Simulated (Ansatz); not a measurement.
One change: `CC[O][SnH3]` becomes `CCOC`.

Ansatz, PBE0-D4/def2-TZVP geometries, multiplicity 1. Each molecule was computed in one conformer, which needn't be the lowest.

Elements past krypton have def2 core potentials.

```
                                          property  `CC[O][SnH3]`
size of the dipole moment (ωB97M-V/def2-TZVPP) / D           1.37
    size of the dipole moment (PBE/def2-TZVPP) / D           1.16
                 LUMO energy (PBE/def2-TZVPP) / eV          -1.13
               LUMO energy (B3LYP/def2-TZVPP) / eV          -0.59
    zero-point energy (PBE0-D4/def2-TZVP) / kJ/mol          236.1
                LUMO energy (PBE0/def2-TZVPP) / eV          -0.35
```

What does the change do to each property? (Best estimate.)

The calculation gave: 
| property | `CCOC` | shift |
| --- | --- | --- |
| size of the dipole moment (ωB97M-V/def2-TZVPP) / D | 1.13 | -0.24 |
| size of the dipole moment (PBE/def2-TZVPP) / D | 1.01 | -0.15 |
| LUMO energy (PBE/def2-TZVPP) / eV | 0.55 | 1.68 |
| LUMO energy (B3LYP/def2-TZVPP) / eV | 1.01 | 1.60 |
| zero-point energy (PBE0-D4/def2-TZVP) / kJ/mol | 284.2 | 48.1 |
| LUMO energy (PBE0/def2-TZVPP) / eV | 1.37 | 1.72 |

With PBE0 the HOMO rises by 0.08 eV and the LUMO rises by 1.72 eV, so the gap widens by about 1.64 eV. PBE moves the HOMO by 0.13 eV and ωB97M-V by 0.05 eV. Dipoles are sizes alone; their direction can turn.

B3LYP here is the variant with VWN-RPA as its local correlation; programs differ in this.
